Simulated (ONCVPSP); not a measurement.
## Configuration tests for Ce (Z = 58) (ONCV)

```json
{
  "Element": "cerium",
  "Generator": "ONCVPSP 4.0.1",
  "Type": "optimised norm-conserving Vanderbilt (ONCV)",
  "Functional": "LDA (Perdew-Zunger)",
  "Relativity": "scalar-relativistic",
  "Frozen core": "[Kr] 4d10",
  "Valence charge": "12",
  "Reference configuration": "4f1 5s2 5p6 5d1 6s1.75 (charge +0.25)",
  "Partial waves": "5s+6s: rc 2.45 bohr, ncon 4, nbas 9, qcut 5.5 1/bohr, 2 projectors; 5p: rc 2.55 bohr, ncon 4, nbas 8, qcut 4.6 1/bohr, 3 projectors, debl 2.5 Ha; 5d: rc 2.50 bohr, ncon 4, nbas 7, qcut 3.9 1/bohr, 2 projectors, debl 1.4 Ha; 4f: rc 1.15 bohr, ncon 4, nbas 9, qcut 15 1/bohr, 3 projectors, debl 0.7 Ha",
  "Local potential": "polynomial inside 1.05 bohr (lpopt 5, dvloc0 4 Ha)",
  "Core correction": "none"
}
```

Energies are relative to the spin-unpolarised reference configuration 4f1 5s2 5p6 5d1 6s1.75; without spin polarisation the order of configurations can differ from experiment.

Q: Give the all-electron excitation energy and the error of the potential for: 4f1 5s2 5p6 5d1 6s2; 4f1 5s2 5p6 5d1 6s1; 4f1 5s2 5p6 5d1 6s0; 4f2 5s2 5p6 5d1 6s0.

A:

| valence configuration | charge | ΔE all-electron (eV) | error AE − PS (meV) |
| --- | --- | --- | --- |
| 4f1 5s2 5p6 5d1 6s2 | 0 | -1.115 | +0.2 |
| 4f1 5s2 5p6 5d1 6s1 | +1 | 5.155 | -1.1 |
| 4f1 5s2 5p6 5d1 6s0 | +2 | 16.502 | -3.9 |
| 4f2 5s2 5p6 5d1 6s0 | +1 | 5.160 | +54 |

Levels in the configuration 4f2 5s2 5p6 5d1 6s0:

```csv
level,all-electron (eV),pseudo (eV)
4f,-4.844,-4.939
5s,-41.678,-41.490
5p,-24.986,-24.896
5d,-6.353,-6.385
```

Note: ghosts flagged at negative energy: s at -120.7 eV; GHOST(+) flagged for p at 151.7 eV. A true bound ghost makes a file unfit for plane-wave use.
